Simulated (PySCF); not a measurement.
# Vertical excitation energies

Species: C3H7NSi.
SMILES: `C[C@H]([SiH3])C#N`

Computed, not measured: TDDFT PBE0/def2-SVPD, vertical, gas phase, core orbitals frozen in the response (PySCF). Geometry: GFN2-xTB; no solvent, vibrations or thermal averaging.

Q: List the vertical singlet excitations with oscillator strengths and describe the spectrum.

A: 

| state | E (eV) | λ (nm) | f | main configurations (H = HOMO, L = LUMO) |
| --- | --- | --- | --- | --- |
| S1 | 7.32 | 169.5 | 0.0055 | H→L (65%), H→L+3 (15%) |
| S2 | 7.65 | 162.0 | 0.048 | H→L (28%), H→L+1 (25%), H→L+3 (22%) |
| S3 | 7.79 | 159.1 | 0.024 | H→L+1 (26%), H→L+2 (23%), H-1→L (15%) |
| S4 | 7.97 | 155.6 | 0.0062 | H-1→L+1 (48%), H-1→L (11%), H→L+3 (10%) |
| S5 | 8.29 | 149.5 | 0.032 | H-1→L (68%), H-1→L+2 (10%) |
| S6 | 8.40 | 147.6 | 0.098 | H→L+2 (50%), H→L+3 (35%), H→L+1 (8%) |
| S7 | 8.43 | 147.0 | 0.0084 | H→L+4 (80%), H→L+1 (9%) |
| S8 | 8.74 | 141.8 | 0.0043 | H-3→L (70%) |

Triplets (Tamm–Dancoff): T1 6.29 eV, H→L+1 (31%), H-1→L+3 (12%), H→L+2 (9%); T2 6.78 eV, H→L (30%), H→L+3 (20%), H-1→L+1 (13%); T3 6.84 eV, H-1→L+3 (25%), H→L+1 (21%), H-1→L+2 (12%).

The lowest singlet lies at 7.32 eV (169 nm, vacuum ultraviolet) and is weak; its leading configuration is HOMO→LUMO (65%). The strongest level in the table is S6 at 8.40 eV (148 nm, f = 0.098). Löwdin shares by element: HOMO carbon 40% or more, nitrogen 30%, silicon 14% (atoms not listed hold the other 17%); LUMO carbon 29%, silicon 28% (atoms not listed hold the other 43%). The listed states span 1.43 eV. Orbital energies (eV): HOMO-3 -10.15, HOMO-2 -10.07, HOMO-1 -9.38, HOMO -8.68, LUMO -0.07, LUMO+1 0.37, LUMO+2 0.74. The oscillator strengths of these states sum to 0.226; summed over the whole spectrum of an exact calculation they would give the number of electrons, 46 (Thomas–Reiche–Kuhn). Singlets were solved by full linear response, triplets in the Tamm–Dancoff approximation.
